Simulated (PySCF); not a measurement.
PySCF input (BP86/6-31G* (5d)):

```python
from pyscf import gto, dft

mol = gto.M(
    atom='''
    Be   -0.28147422    0.00597278    0.16614737
    H     0.98409984   -0.59325155    0.40208507
    H     0.14179705    0.56936044   -1.06667454
    ''',
    basis='6-31g*',
    charge=1,
    spin=1,
    verbose=4,
)

mf = dft.UKS(mol, xc='bp86')
mf.grids.level = 3
mf.conv_tol = 1e-9
mf.max_cycle = 100
mf.max_memory = 1500
mf.kernel()
if not mf.converged:
    mf = mf.newton()
    mf.kernel(mf.make_rdm1())
mo, _, stable, _ = mf.stability(return_status=True)
if not stable:
    mf.kernel(mf.make_rdm1(mo, mf.mo_occ))
    stable = mf.stability(return_status=True)[2]
mf.dip_moment()
```

### Question
Predict the final energy.

### Answer
-15.47906 Eh.
